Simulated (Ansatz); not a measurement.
`CN1BCC1`, 13 atoms. Total charge 0; spin multiplicity 1. All runs use 4 threads of an Arm Neoverse V2 on a shared host. Correlated methods freeze the cores.

Task: How many basis functions does each run have, and how long does it take in Ansatz? direct RPA on PBE orbitals/def2-TZVPP energy; RHF-CCSD(T)/def2-SVP energy; RKS ωB97M-V/def2-QZVPP energy; RKS PBE0-D4/def2-QZVPP energy; RKS PBE0-D4/def2-TZVP frequencies; RKS B2PLYP (frozen core)/def2-TZVPP energy; RHF-CCSD(T)/def2-TZVPP energy; RKS PBE0-D4/def2-TZVP relaxation (5 steps); RKS B3LYP-D4/def2-TZVPP energy and forces; RKS B97M-V/def2-TZVPP energy; RHF-MP2/def2-QZVPP energy; RKS ωB97M-V/def2-SVP energy. (Estimate.)

Result: Ansatz gave: Other jobs shared the machine, so times are rough.

| level | job | functions | wall time | peak host memory (GiB) |
| --- | --- | --- | --- | --- |
| RKS ωB97M-V/def2-SVP | energy | 110 | 3.4 s | 0.31 |
| RKS B3LYP-D4/def2-TZVPP | energy and forces | 267 | 3.5 s | 0.73 |
| RKS B2PLYP (frozen core)/def2-TZVPP | energy | 267 | 4.1 s | 0.74 |
| direct RPA on PBE orbitals/def2-TZVPP | energy | 267 | 4.3 s | 0.72 |
| RHF-CCSD(T)/def2-SVP | energy | 110 | 4.4 s | 0.58 |
| RKS PBE0-D4/def2-QZVPP | energy | 525 | 6 s | 1.7 |
| RKS B97M-V/def2-TZVPP | energy | 267 | 7.5 s | 0.41 |
| RKS PBE0-D4/def2-TZVP | relaxation (5 steps) | 203 | 14 s | 0.48 |
| RKS ωB97M-V/def2-QZVPP | energy | 525 | 15 s | 2.2 |
| RHF-MP2/def2-QZVPP | energy | 525 | 20 s | 4 |
| RHF-CCSD(T)/def2-TZVPP | energy | 267 | 2.2 min | 7.1 |
| RKS PBE0-D4/def2-TZVP | frequencies | 203 | 2.2 min | 0.52 |

B3LYP here is the variant with VWN-RPA as its local correlation; programs differ in this.
